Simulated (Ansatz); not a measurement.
Molecule: C3H11NSi, charge 0, multiplicity 1. SMILES: C[Si](C)(C)N
Geometry from a B3LYP-D3(BJ)/def2-TZVP (Ansatz, a first-principles code) optimisation:
```
Si
N 1 1.7335
H 2 1.0084 1 120.20
H 2 1.0084 3 110.35 1 146.78
C 1 1.8740 2 107.07 3 -48.35
H 5 1.0916 1 111.07 2 -60.03
H 5 1.0925 6 108.17 1 122.09
H 5 1.0933 6 107.85 7 115.79
C 1 1.8740 2 107.07 3 -168.11
H 9 1.0916 1 111.07 2 60.03
H 9 1.0925 10 108.17 1 -122.09
H 9 1.0933 10 107.85 11 -115.79
C 1 1.8816 2 113.91 3 71.77
H 13 1.0929 1 111.16 2 -59.91
H 13 1.0929 14 107.59 1 -121.92
H 13 1.0934 14 107.68 15 -115.82
```

Wanted: vertical triplet-singlet gap (E(triplet) - E(singlet); each state is the SCF solution reached for its spin), in kcal/mol. Cores are frozen in the correlated levels unless marked. UHF or UKS for open shells. No spin-orbit coupling. Non-relativistic. 

```csv
level,program,vertical triplet-singlet gap (kcal/mol)
HF/aug-cc-pV(T+d)Z,Ansatz,111.7
PBE/def2-TZVPD,Ansatz,123.3
r2SCAN/def2-TZVPD,Ansatz,126.7
B3LYP/def2-TZVPD,Ansatz,129.2
PBE0/def2-TZVPD,Ansatz,129.7
CAM-B3LYP/def2-TZVPD,Ansatz,135.0
wB97M-V/def2-TZVPD,Ansatz,138.7
wB97X-V/def2-TZVPD,Ansatz,140.5
B2PLYP/def2-TZVPD,Ansatz,134.4
MP2/aug-cc-pV(D+d)Z,Ansatz,136.7
RI-MP2/aug-cc-pV(T+d)Z,Ansatz,140.1
SCS-MP2/aug-cc-pV(D+d)Z,Ansatz,137.0
CCSD/aug-cc-pV(D+d)Z,Ansatz,130.3
CCSD(T)/aug-cc-pV(D+d)Z,Ansatz,130.4
```
